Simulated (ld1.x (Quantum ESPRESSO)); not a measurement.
# rubidium, TM semilocal: configuration errors across variants

ld1.x (Quantum ESPRESSO) 7.5 input, shortened:

```
&input
   title='Rb', zed=37., rel=1, dft='PZ', iswitch=3,
   config='[Kr] 4d-2 5s1 5p0'
 /
 &inputp
   pseudotype=1, tm=.true., lloc=2,
   nlcc=.false.
 /
3
4S  1  0   2.00   0.00  2.05  2.05  0.0
4P  2  1   6.00   0.00  1.70  1.70  0.0
4D  3  2  -2.00   0.15  2.10  2.10  0.0
 &test
   configts(1)='4s2 4p6 5s1 5p0'
 /
```

Occupied shells without a wave of their own: 5s. They enter only through the test configuration that unscreens the potential.

All-electron excitation energies from the reference (eV): (1) 4s2 4p6 5s0 5p0 4.277; (2) 4s2 4p6 5s0.5 5p0 1.659; (3) 4s1 4p6 5s1 5p0 37.836; (4) 4s2 4p5 5s1 5p0 21.238; (5) 4s2 4p6 5s1 5p0 spin -0.125; (6) 4s2 4p6 5s0.5 5p0 spin 1.616.

Spin tests fill each open shell by Hund’s rule, majority spin first.

A semilocal file is local in each channel, so a ghost entry of none says nothing of the separable form that plane-wave codes build from it.

For the base: The 5s level has no wave, so the channel is fitted at the deeper level alone: the likely source of the large errors.

Tests that are not counted but printed errors over 1 eV. “base”: 4s2 4p6 5s0 5p1 (solver errors, printed error -2.9 eV). “all radii scaled by about 0.93 (s 1.92, p 1.58, d 1.96 bohr)”: 4s2 4p6 5s0 5p1 (solver errors, printed error -2.8 eV). “all radii scaled by about 1.06 (s 2.18, p 1.80, d 2.22 bohr)”: 4s2 4p6 5s0 5p1 (solver errors, printed error -3.0 eV). “all radii scaled by about 1.16 (s 2.38, p 1.98, d 2.44 bohr)”: 4s2 4p6 5s0 5p1 (solver errors, printed error -3.3 eV). “all radii scaled by about 1.22 (s 2.50, p 2.08, d 2.56 bohr)”: 4s2 4p6 5s0 5p1 (solver errors, printed error -3.4 eV).

The file “all radii scaled by about 1.16 (s 2.38, p 1.98, d 2.44 bohr)” misses its own reference levels by 0.4 eV. The file “all radii scaled by about 1.22 (s 2.50, p 2.08, d 2.56 bohr)” misses its own reference levels by 0.5 eV. The file “all radii scaled by about 1.31 (s 2.68, p 2.22, d 2.74 bohr)” misses its own reference levels by 0.6 eV. The file “all radii scaled by about 1.37 (s 2.82, p 2.34, d 2.88 bohr)” misses its own reference levels by 0.7 eV.

Errors AE − PS in meV (a dash: test not solved or not reliable):

| change | (1) | (2) | (3) | (4) | (5) | (6) | bound ghosts |
| --- | --- | --- | --- | --- | --- | --- | --- |
| base | -261 | -101 | +48 | +70 | +1.3 | -101 | none |
| all radii scaled by about 0.75 (s 1.54, p 1.28, d 1.58 bohr) | -40 | -15 | +23 | +14 | +0.3 | -15 | none |
| all radii scaled by about 0.93 (s 1.92, p 1.58, d 1.96 bohr) | -190 | -73 | +38 | +54 | +1.0 | -73 | none |
| all radii scaled by about 1.06 (s 2.18, p 1.80, d 2.22 bohr) | -407 | -157 | +61 | +96 | +2.1 | -157 | none |
| all radii scaled by about 1.16 (s 2.38, p 1.98, d 2.44 bohr) | -604 | -233 | +74 | +118 | +3.0 | -234 | none |
| all radii scaled by about 1.22 (s 2.50, p 2.08, d 2.56 bohr) | -760 | -294 | +73 | +127 | +3.9 | -295 | none |
| all radii scaled by about 1.31 (s 2.68, p 2.22, d 2.74 bohr) | -1017 | -396 | +53 | +127 | +5.4 | -396 | none |
| all radii scaled by about 1.37 (s 2.82, p 2.34, d 2.88 bohr) | -1177 | -459 | +53 | +139 | +6.5 | -459 | none |

(1) Give the same row for: all radii scaled by about 0.84 (s 1.72, p 1.42, d 1.76 bohr).

## Answers

(1) -80, -31, +25, +25, +0.5, -31; bound ghosts: none.
